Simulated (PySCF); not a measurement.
Isomers of C6H10FNSi2, one GFN2-xTB conformer each. Single-point energies are computed at PBE0/pcSseg-1 (PySCF, gas phase, no added dispersion term), electronic only.

| SMILES | GFN2-xTB relative energy (kcal/mol) |
| --- | --- |
| Fc1cc(N[SiH3])ccc1[SiH3] | 0.0 |
| CC[Si@@H]1C[Si@H](C#N)C=C1F | 84.7 |
| C=C(C)[SiH2]/C(F)=C\[SiH2]C#N | 98.2 |
| C#C[Si@@H](C#CC)[Si@H](N)CF | 112.2 |
| C=C(C)[Si@@H]1C[C@H](C#N)[Si@@H]1F | 48.5 |
| N#C[C@@H]1[SiH2][C@@H]([SiH3])C/C1=C\F | 59.8 |

Conformers: `[F:1][c:2]1[cH:3][c:4]([NH:5][SiH3:6])[cH:7][cH:8][c:9]1[SiH3:10]` with C3–C4–N5–Si6 0°; `[CH3:1][CH2:2][Si@@H:3]1[CH2:4][Si@H:5]([C:6]#[N:7])[CH:8]=[C:9]1[F:10]` with C1–C2–Si3–C4 57°, C2–Si3–C4–Si5 -103°, Si3–C4–Si5–C6 104°, C4–Si5–C8–C9 6°, C2–Si3–C9–C8 108°; `[CH2:1]=[C:2]([CH3:3])[SiH2:4]/[C:5]([F:6])=[CH:7]\[SiH2:8][C:9]#[N:10]` with C1–C2–Si4–C5 126°, C2–Si4–C5–F6 -68°, C5–C7–Si8–C9 -53°; `[CH:1]#[C:2][Si@@H:3]([C:4]#[C:5][CH3:6])[Si@H:7]([NH2:8])[CH2:9][F:10]` with C2–Si3–Si7–N8 146°, Si3–Si7–N8–H -159° and 62°, Si3–Si7–C9–F10 175°; `[CH2:1]=[C:2]([CH3:3])[Si@@H:4]1[CH2:5][C@H:6]([C:7]#[N:8])[Si@@H:9]1[F:10]` with C1–C2–Si4–C5 -131°, C2–Si4–C5–C6 -105°, Si4–C5–C6–C7 107°, C5–C6–Si9–F10 125°, C2–Si4–Si9–C6 103°; `[N:1]#[C:2][C@@H:3]1[SiH2:4][C@@H:5]([SiH3:6])[CH2:7]/[C:8]1=[CH:9]\[F:10]` with C2–C3–Si4–C5 -110°, C3–Si4–C5–Si6 -102°, Si4–C5–C7–C8 -39°, C5–C7–C8–C9 -129°.

What does PBE0/pcSseg-1 give for the same structures?

```tsv
SMILES	PBE0/pcSseg-1 E (Eh)	PBE0/pcSseg-1 (kcal/mol)	GFN2-xTB (kcal/mol)	point group
Fc1cc(N[SiH3])ccc1[SiH3]	-967.50070	0.0	0.0	–
C=C(C)[Si@@H]1C[C@H](C#N)[Si@@H]1F	-967.49749	2.0	48.5	C1
CC[Si@@H]1C[Si@H](C#N)C=C1F	-967.49509	3.5	84.7	C1
N#C[C@@H]1[SiH2][C@@H]([SiH3])C/C1=C\F	-967.44328	36.0	59.8	C1
C=C(C)[SiH2]/C(F)=C\[SiH2]C#N	-967.42904	45.0	98.2	C1
C#C[Si@@H](C#CC)[Si@H](N)CF	-967.39143	68.6	112.2	C1
```

Both levels put the same isomer lowest; measured from each level's own lowest isomer, the values differ by up to 81.2 kcal/mol (CC[Si@@H]1C[Si@H](C#N)C=C1F: 84.7 against 3.5). As drawn, the lowest has an aromatic ring, which the highest lacks; the highest has a C≡C bond and an Si–Si bond, which the lowest lacks. Neighbours under 2.5 kcal/mol apart (Fc1cc(N[SiH3])ccc1[SiH3] and C=C(C)[Si@@H]1C[C@H](C#N)[Si@@H]1F; C=C(C)[Si@@H]1C[C@H](C#N)[Si@@H]1F and CC[Si@@H]1C[Si@H](C#N)C=C1F) can change places with a better method, another conformer or zero-point energy.

Which frontier levels, dipoles and rotational constants go with these structures?

```tsv
SMILES	HOMO (eV, PBE0/pcSseg-1)	LUMO (eV)	dipole (D)	A, B, C (MHz)
Fc1cc(N[SiH3])ccc1[SiH3]	-6.32	-0.34	3.22	2463, 478.2, 404.2
C=C(C)[Si@@H]1C[C@H](C#N)[Si@@H]1F	-7.73	-1.34	4.96	1294, 741.4, 691.7
CC[Si@@H]1C[Si@H](C#N)C=C1F	-8.10	-1.00	3.37	1200, 768.6, 649.8
N#C[C@@H]1[SiH2][C@@H]([SiH3])C/C1=C\F	-7.63	-0.45	3.63	1145, 855.4, 552.9
C=C(C)[SiH2]/C(F)=C\[SiH2]C#N	-7.74	-1.43	2.20	1211, 701.3, 516.4
C#C[Si@@H](C#CC)[Si@H](N)CF	-7.25	-0.55	2.22	1249, 483.0, 384.7
```
